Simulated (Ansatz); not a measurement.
# One arrangement of a pair

The pair of F⁻ (SMILES [F-], atom 1) and BF₃ (SMILES FB(F)F, atoms 2–5), both closed shells, in one local arrangement (a lower one may exist), relaxed at PBE0-D4/def2-TZVPD:

```tsv
atom	x (Å)	y (Å)	z (Å)
F1	-0.0715	0.1092	-1.3997
F2	0.5827	1.1636	0.5317
B3	0.0000	0.0000	0.0000
F4	-1.2948	-0.1574	0.5244
F5	0.7835	-1.1155	0.3435
```

Computed with Ansatz 0.2.0 (basis: def2-TZVPPD, with def2-QZVPPD for the basis limit); correlated methods freeze the cores. B3LYP uses VWN-RPA correlation. Extrapolation: Hartree–Fock as exp(−7.88 √X), correlation as X^−2.97. Interaction energies count from these two fragments, frozen as in the pair, with the counterpoise correction; negative means bound.

Problem. What is the interaction energy by CCSD(T) at an estimated basis limit (MP2 extrapolated from triple and quadruple zeta, plus CCSD(T) − MP2 in triple zeta)? (Judge from chemistry; the value comes from the calculation.)

Solution. Computed: -540.6 kJ/mol. Hartree–Fock alone gives -581.0 kJ/mol at the basis limit. It counts from the two fragments frozen as in the pair.

The same quantity by other methods in triple zeta, and each one's difference from that estimate:
| method | E_int (kJ/mol) | difference |
| --- | --- | --- |
| PBE-D4 | -488.3 | 52.2 |
| revPBE-D4 | -472.5 | 68.1 |
| BLYP-D4 | -469.6 | 70.9 |
| r2SCAN-D4 | -531.4 | 9.2 |
| B97M-V | -529.1 | 11.4 |
| PBE0-D4 | -535.6 | 4.9 |
| B3LYP-D4 | -514.4 | 26.2 |
| HSE06-D4 | -535.5 | 5.0 |
| wB97X-V | -528.8 | 11.8 |
| wB97M-V | -527.0 | 13.6 |
| B2PLYP | -515.6 | 25.0 |
| HF | -579.3 | -38.7 |
| MP2 | -518.0 | 22.6 |
| CCSD | -538.3 | 2.2 |
| CCSD(T) | -526.8 | 13.7 |
Differences are method less estimate.

Problem. Which atoms make the shortest contact between the fragments?

Solution. F1 and B3, 1.41 Å apart.

Energy to bend the free fragments (PBE0-D4 minima) into their shapes in the pair, CCSD(T)/def2-TZVPPD: BF₃ 193.6 kJ/mol. This must be added to the interaction energy to get the binding energy from relaxed fragments.

Basis-set superposition shift (counterpoise-corrected less uncorrected): CCSD(T) 12.4; MP2 12.1; HF 0.7; PBE0-D4 1.0; wB97M-V 0.8 kJ/mol.

No T1 diagnostic of these runs exceeds 0.023.

For scale, one of the runs: CCSD(T)/def2-TZVPPD, 197 basis functions, launched by `ansatz run in.yaml --threads 4 --pin off --events-out ev --progress --plain --max-ram 9574MiB`. The run took 14 s on 4 CPU threads of an Arm Neoverse V1 (shared host), with 1.5 GiB of host memory at its peak.
